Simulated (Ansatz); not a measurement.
Consider the redistribution: `O[SiH]([SiH3])Cl` + `CS[SiH](O)O` → `O[SiH](O)S[SiH](O)Cl` + `C[SiH3]`.

Calculated with Ansatz (gas phase, PBE0-D4/def2-TZVP geometries, no zero-point term in ΔE). CCSD(T)/CBS adds triple-zeta CCSD(T) − MP2 to the extrapolated MP2 energy (def2 sets, frozen cores). This one scheme is used for every species. DFT in def2-TZVPP. Each species was taken in one conformer, which may not be the lowest.

CCSD(T)/CBS gives -135.0 kJ/mol.

**Question.** Another level gave -139.9 kJ/mol. Which?
A. ωB97M-V/def2-TZVPP
B. PBE0/def2-TZVPP
C. HF/def2-TZVPP
D. r2SCAN/def2-TZVPP

**Answer.** A. ωB97M-V -139.9, HF/def2-TZVPP -129.1, PBE0 -124.4, r2SCAN -134.9 kJ/mol.

Largest T1 diagnostic among the species: 0.012.

In def2-TZVPP, CCSD(T) changes the Hartree–Fock value by −4.3 kJ/mol (the triples alone add −1.5 kJ/mol) and MP2 by −16.0 kJ/mol. From PBE to PBE0 (25 % exact exchange), in def2-TZVPP and without D4, ΔE moves by −6.0 kJ/mol.
